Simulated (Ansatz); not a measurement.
`C#[C][Hf]([F])([Cl])[Cl]` and `[F][Hf]([F])([Cl])[Cl]` differ in one atom or group.

Ansatz, PBE0-D4/def2-TZVP geometries, multiplicity 1. 

Elements past krypton have def2 core potentials.

| property | `C#[C][Hf]([F])([Cl])[Cl]` |
| --- | --- |
| LUMO energy (B3LYP/def2-TZVPP) / eV | -2.49 |
| LUMO energy (PBE/def2-TZVPP) / eV | -3.08 |
| zero-point energy (PBE0-D4/def2-TZVP) / kJ/mol | 59.0 |
| HOMO energy (B3LYP/def2-TZVPP) / eV | -8.49 |
| LUMO energy (PBE0/def2-TZVPP) / eV | -2.30 |
| HOMO–LUMO gap (PBE0/def2-TZVPP) / eV | 6.46 |

Give the same properties after the change, and the shifts. (Estimate.)

Ansatz gave: 
```json
{"property": "LUMO energy (B3LYP/def2-TZVPP) / eV", "`[F][Hf]([F])([Cl])[Cl]`": "-1.82", "shift": "0.67"}
{"property": "LUMO energy (PBE/def2-TZVPP) / eV", "`[F][Hf]([F])([Cl])[Cl]`": "-2.43", "shift": "0.65"}
{"property": "zero-point energy (PBE0-D4/def2-TZVP) / kJ/mol", "`[F][Hf]([F])([Cl])[Cl]`": "16.7", "shift": "-42.3"}
{"property": "HOMO energy (B3LYP/def2-TZVPP) / eV", "`[F][Hf]([F])([Cl])[Cl]`": "-9.52", "shift": "-1.03"}
{"property": "LUMO energy (PBE0/def2-TZVPP) / eV", "`[F][Hf]([F])([Cl])[Cl]`": "-1.61", "shift": "0.69"}
{"property": "HOMO–LUMO gap (PBE0/def2-TZVPP) / eV", "`[F][Hf]([F])([Cl])[Cl]`": "8.21", "shift": "1.75"}
```

With PBE0 the HOMO falls by 1.06 eV and the LUMO rises by 0.69 eV, so the gap widens by about 1.75 eV. PBE moves the HOMO by -0.83 eV and ωB97M-V by -1.07 eV. The zero-point energy changes by -42.3 kJ/mol with -6 modes.

B3LYP here is the variant with VWN-RPA as its local correlation; programs differ in this.
